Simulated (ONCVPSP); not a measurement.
# What one change does to a pseudopotential (Pb, ONCV)

ONCVPSP 4.0.1 input, shortened (lines: element, Z, core and valence counts, functional; n l f; lmax; l rc ep ncon nbas qcut; lloc lpopt rc5 dvloc0; l nproj debl; icmod fcfact rcfact), LDA (Perdew-Zunger), scalar-relativistic:

```
  Pb 82.00   12    3        3      upf
    1    0    2.00
    2    0    2.00
    2    1    6.00
    3    0    2.00
    3    1    6.00
    3    2   10.00
    4    0    2.00
    4    1    6.00
    4    2   10.00
    4    3   14.00
    5    0    2.00
    5    1    6.00
    5    2   10.00
    6    0    2.00
    6    1    2.00
    2
    0    1.80    0.00    4    8    3.00
    1    2.10    0.00    4    6    3.80
    2    1.80    0.00    4    8    7.60
    4    4    1.65    1.00
    0    3    2.10
    1    1    0.40
    2    2    3.10
    3    4.75    1.40
```

All-electron outer shells of the reference configuration (LDA (Perdew-Zunger), scalar-relativistic, ld1.x):

```
shell  level (eV)  outermost node (bohr)  outermost maximum (bohr)
   4f     -133.26                      –                      0.35
   5p      -85.96                   0.49                      0.88
   5d      -21.29                   0.52                      1.07
   6s      -12.32                   1.01                      1.95
   6p       -3.71                   1.18                      2.63
```

Change: all radii but the core radius scaled by about 1.23 (s 2.22, p 2.58, d 2.22 bohr); local potential polynomial inside 2.04 bohr (lpopt 4, dvloc0 1 Ha).

Cutoffs: the cutoffs (Ha) at which the residual kinetic energy of the hardest occupied pseudo-wave falls to 1 and 0.1 mHa per electron; they do not see the model core or the augmentation charge, which bear on the density cutoff. Errors are all-electron minus pseudo energies relative to the spin-unpolarised reference configuration.

Problem. How do hardness, ghosts and transferability respond?

Solution. The potential gets softer (23 Ha and 35 Ha → 20 Ha and 33 Ha); the bound ghost in s disappears; of the 3 tests that both files solve, the error grows in 1 and shrinks in 0 by more than 15 % and 0.3 meV (median size 13.6 → 14.4 meV). A larger radius leaves more room for a smooth pseudo-wave, so fewer plane waves are needed.

| quantity | base | changed |
| --- | --- | --- |
| cutoff, loose | 23 Ha | 20 Ha |
| cutoff, tight | 35 Ha | 33 Ha |
| loose cutoff by channel | s 12 Ha, p 5.2 Ha, d 23 Ha | s 16 Ha, p 5.3 Ha, d 20 Ha |
| bound ghosts | s | none |
| GHOST(+) flags under 300 eV | s at 164.2 eV | s at 187.5 eV |
| tests with a reliable result | 3 of 4 | 3 of 4 |
| error for 5d10 6s2 6p1, meV [ΔE 6.83 eV] | -2.1 | -2.9 |
| error for 5d10 6s2 6p0, meV [ΔE 20.59 eV] | -14 | -14 |
| error for 5d10 6s1 6p0, meV [ΔE 53.47 eV] | -30 | -26 |
| rms error of d²Exc/dni dnj with the model core, mHa | 0.70 | 0.76 |

 A true bound ghost makes a file unfit for plane-wave use even where its test errors are small: the radial tests pick states by their node count and pass the ghost by.
